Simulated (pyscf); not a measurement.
`[F][SiH2][SiH]([SiH3])[SiH3]`, singlet

Gas-phase minimum from PySCF at ωB97X-D3(BJ)/def2-SVP, one conformer. 

```
Si
H 1 1.4943
Si 1 2.3304 2 111.96
H 3 1.4920 1 111.36 2 63.72
H 3 1.4926 4 109.16 1 122.50
H 3 1.4929 4 109.03 5 118.73
Si 1 2.3314 2 111.05 3 -121.32
F 7 1.6406 1 105.00 2 -139.57
H 7 1.4893 8 108.05 1 -120.97
H 7 1.4898 9 109.34 8 116.72
Si 1 2.3322 2 112.12 7 -115.08
H 11 1.4904 1 108.23 2 -174.90
H 11 1.4910 12 109.48 1 120.32
H 11 1.4929 12 108.98 13 119.19
```

Properties at ωB97X-D3(BJ)/def2-SVP:

```json
{
  "harmonic_wavenumbers_unscaled": "20, 78, 81, 91, 102, 133, 218, 376, 434, 454, 468, 476, 529, 577, 585, 689, 704, 742, 852, 878, 886, 928, 949, 952, 954, 956, 968, 2225, 2243, 2247, 2252, 2255, 2257, 2260, 2264, 2267 cm⁻¹",
  "zero_point_energy": "50.5 kcal/mol",
  "rotational_symmetry_number": "1",
  "Entropy of this conformer at 298 K and 1 atm, rigid rotor and harmonic oscillator, modes under 100 cm⁻¹ raised to 100": "418.4 J/(mol K)",
  "dipole_moment": "1.48 D"
}
```

Single-point totals, which compare only within one level:

| level | total energy (hartree) |
|---|---|
| ωB97X-D3(BJ)/def2-TZVP | -1263.48741 |
| PBE/def2-TZVP | -1262.64193 |
| r²SCAN/def2-TZVP | -1263.20475 |
| B3LYP-D3(BJ)/def2-TZVP | -1263.47433 |
| PBE0-D3(BJ)/def2-TZVP | -1262.77898 |
| M06-2X/def2-TZVP | -1263.21752 |
| ωB97M-D3(BJ)/def2-TZVP | -1263.53207 |

The lowest mode is so soft that the shape along it may change with the basis. Soft torsions are taken as harmonic, which can shift the entropy by several J/(mol K).
